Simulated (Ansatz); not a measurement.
`CC(C)(C)B(F)F`, relaxed with RKS PBE-D4/def2-SVP in Ansatz from a rough embedded geometry. The force threshold is 0.03 eV/Å; the program also tests the step.

Total charge 0; spin multiplicity 1.

Start:

```xyz
16

C    -1.131    0.662    0.742
C     0.045    0.037   -0.035
C     0.865   -0.785    0.944
C    -0.444   -0.864   -1.081
B     0.986    1.183   -0.692
F     0.408    2.104   -1.673
F     2.362    1.340   -0.280
H    -1.779   -0.049    1.181
H    -1.802    1.304   -0.005
H    -0.812    1.379    1.506
H     1.707   -1.276    0.481
H     0.227   -1.568    1.460
H     1.241   -0.115    1.744
H     0.344   -1.363   -1.702
H    -1.116   -1.704   -0.716
H    -1.101   -0.286   -1.875
```

Problem. By how much does the energy fall, and how many steps does the optimiser take? (Estimate.)

Solution. Computed: 1.00 eV, in 6 steps, 1 of them rejected.

Problem. Which bonds change most? (An estimate is asked.)

Solution. Computed: B5–F6 from 1.465 to 1.337 Å; B5–F7 from 1.445 to 1.336 Å; C2–C4 from 1.464 to 1.548 Å; C1–H9 from 1.192 to 1.109 Å.

Problem. Give the relaxed structure. (Estimate.)

Solution. The calculation gave: 
```xyz
16

C    -1.143    0.716    0.699
C     0.057    0.046   -0.008
C     0.876   -0.780    0.998
C    -0.463   -0.862   -1.149
B     0.938    1.173   -0.681
F     0.401    2.059   -1.526
F     2.250    1.303   -0.466
H    -1.810   -0.056    1.140
H    -1.747    1.322   -0.006
H    -0.815    1.381    1.525
H     1.749   -1.265    0.515
H     0.252   -1.581    1.450
H     1.263   -0.149    1.824
H     0.367   -1.365   -1.687
H    -1.122   -1.657   -0.736
H    -1.052   -0.287   -1.892
```
